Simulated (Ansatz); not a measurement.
C2H5ClF2Si can be A, `C[C@H](F)[Si@H](F)Cl`, or B, `F[C@@H]([SiH3])[C@@H](F)Cl`.

Calculated with Ansatz (gas phase, PBE0-D4/def2-TZVP geometries, no zero-point term in ΔE). CCSD(T)/CBS adds triple-zeta CCSD(T) − MP2 to the extrapolated MP2 energy (def2 sets, frozen cores). DFT in def2-TZVPP. B3LYP here is the variant with VWN-RPA as its local correlation; programs differ in this. Each species was taken in one conformer, which may not be the lowest.

Problem. Which isomer does CCSD(T)/CBS put lower? Give the gap. (Estimate.)

Solution. The calculation gave: A, by 389.4 kJ/mol.

Problem. Give E(B) − E(A) in kJ/mol with HF/def2-TZVPP, r2SCAN-D4, ωB97M-V, MP2/def2-TZVPP, CCSD/def2-TZVPP, B2PLYP, B3LYP. (Estimate.)

Solution. Ansatz gave: HF/def2-TZVPP 394.8, r2SCAN-D4 381.8, ωB97M-V 381.7, MP2/def2-TZVPP 397.1, CCSD/def2-TZVPP 385.8, B2PLYP 386.5, B3LYP 379.2. None reverses the order clearly.

Largest T1 diagnostic: 0.012.

From PBE to PBE0 (25 % exact exchange), in def2-TZVPP and without D4, E(B) − E(A) moves by +11.7 kJ/mol.
